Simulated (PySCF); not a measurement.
CH12N2Si3, SMILES N[SiH2]C(N)([SiH3])[SiH3].

The structure is a stationary point at PBE0-D3(BJ)/def2-SVP. A frequency run showed that this geometry is not a minimum. The structure was generated by enumeration, and PubChem lists no compound with its InChIKey, so it may never have been made. The values are those of a single conformer.

All values below come from M06-2X/def2-TZVP (PySCF).

The molecule is in vacuum.

```
Property                                                                                                       Result
---------------------------------------------------------------------------------------------  ----------------------
total energy                                                                                      -1023.26782 hartree
highest occupied level                                                                                       -7.82 eV
lowest empty level                                                                                            0.63 eV
orbital gap                                                                                                   8.45 eV
dipole moment                                                                                                  2.54 D
quadrupole, principal values (traceless, Buckingham form, about the centre of nuclear charge)  -6.64, -0.67, 7.31 D·Å
```
